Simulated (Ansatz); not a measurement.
`[SiH3]N([SiH3])[Si]Br` + NH₃ → `N[Si]N([SiH3])[SiH3]` + HBr at 298.15 K and 1 bar (ligand exchange at the Si–Br bond).

Program: Ansatz. Geometries: PBE0-D4/def2-TZVP. ΔE: electronic, gas phase. CCSD(T)/CBS is the MP2 limit (def2-TZVPP, def2-QZVPP) plus CCSD(T) − MP2 in def2-TZVPP, frozen cores. This one scheme is used for every species. For Br outer-core shells are correlated without core-valence functions, which leaves a few kJ/mol of doubt a bond. Scalar relativity is left out up to krypton. One conformer a species, not always the lowest.

```
                species  CCSD(T)/CBS energy (Eh)  H − E (kJ/mol)  S (J/(mol·K))
`[SiH3]N([SiH3])[Si]Br`              -3498.95213           179.4          392.4
                    NH₃                -56.50880           100.5          192.4
 `N[Si]N([SiH3])[SiH3]`               -981.52495           245.8          387.8
                    HBr              -2573.91920            24.6          198.6
```

H − E and S are ideal-gas, rigid-rotor, harmonic terms from PBE0-D4/def2-TZVP, for one conformer and one mirror image of each species. 1 Eh = 2625.50 kJ/mol, R = 8.31446 J/(mol·K).

**Question.** By hand: ΔE, ΔH, ΔS and ΔG.

**Answer.** ΔE = (-981.52495) + (-2573.91920) − (-3498.95213) − (-56.50880) = 0.01678 Eh = 44.1 kJ/mol. Δ(H − E) = 245.8 + 24.6 − 179.4 − 100.5 = -9.5, so ΔH = 34.6 kJ/mol. ΔS = 387.8 + 198.6 − 392.4 − 192.4 = 1.6 J/(mol·K). ΔG = 34.6 − 298.15 × (1.6)/1000 = 34.1 kJ/mol.

**Question.** By hand: the equilibrium constant, and the temperature at which ΔG would vanish if ΔH and ΔS stayed fixed.

**Answer.** log₁₀ K = −ΔG/(RT ln 10) = -6.0. ΔG = 0 at ΔH/ΔS = 21625 K, far beyond where these terms or the molecules hold.

The number of gas molecules stays the same, so ΔS is small and ΔH decides. A doubt of 5 kJ/mol in ΔE shifts log₁₀ K by 0.9 here. Other conformers and mirror images would add mixing entropy, several J/(mol·K) or more a flexible species. These are equilibria of isolated gas molecules and say nothing of rates. Largest T1 diagnostic: 0.013 (customary marks: 0.02 for closed shells, 0.045 for open ones).
